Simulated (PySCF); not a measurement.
# Computed vibrations of [Gd(BH4)2]+

[Gd(BH4)2]+ (singlet in the valence; each metal's 4f electrons, 7 of them, lie in its core potential, out of spins and levels). PySCF 2.14.0, RKS PBE0, Gd lcecp-1-SVP with ECP53, B def2-SVP, H def2-SVP; non-relativistic Hamiltonian with scalar-relativistic core potentials where named; density fitting; no spin-orbit coupling. Central differences of gradients.

```xyz
11

Gd    0.0000    0.0000   -0.2027
B     2.0210   -0.0041    1.0744
H     2.9820    0.0137    1.7886
H     1.1254   -0.8242    1.4502
H     2.2321   -0.2846   -0.1353
H     1.3916    1.1018    1.0390
B    -2.0210    0.0039    1.0745
H    -2.9820   -0.0140    1.7886
H    -1.1253    0.8239    1.4504
H    -2.2321    0.2846   -0.1352
H    -1.3916   -1.1021    1.0388
```

Run from Python with OMP_NUM_THREADS=2. Where DIIS fails, smearing, a level shift and second-order steps follow.
It took 120 s on 2 threads of Arm Neoverse V1 (shared host).

Q: What are the harmonic wavenumbers and infrared intensities?

A: Modes are labelled in C2; negative numbers are unstable modes, those under 60 cm⁻¹ near the noise; a finer grid moves soft modes by up to 10 cm⁻¹.
| cm⁻¹ | km/mol | symmetry |
| --- | --- | --- |
| 115 | 0.7 | a |
| 134 | 3.8 | a |
| 142 | 0.3 | b |
| 541 | 65.4 | b |
| 558 | 11.8 | a |
| 606 | 13.0 | b |
| 642 | 0.0 | a |
| 647 | 0.6 | b |
| 655 | 0.5 | a |
| 1077 | 3.8 | a |
| 1078 | 15.1 | b |
| 1092 | 1.9 | a |
| 1104 | 23.7 | b |
| 1228 | 220.0 | b |
| 1253 | 72.5 | a |
| 1273 | 188.6 | b |
| 1281 | 16.1 | a |
| 1291 | 8.7 | b |
| 1294 | 0.0 | a |
| 2174 | 4.7 | a |
| 2176 | 160.6 | b |
| 2196 | 343.7 | b |
| 2196 | 14.2 | a |
| 2253 | 15.6 | b |
| 2261 | 184.6 | a |
| 2716 | 22.0 | b |
| 2716 | 10.0 | a |

Q: Is this a minimum?

A: Yes. Ideal gas at 298.15 K and 1 bar: S = 341.9 J/(mol K), Cp = 92.0 J/(mol K), H − H(0 K) = 18.2 kJ/mol (rigid rotor, harmonic modes, spin degeneracy alone, that of the 4f electrons in the core included).

An lcecp potential fixes the number of 4f electrons, so in runs with it no electron can move into or out of that shell.
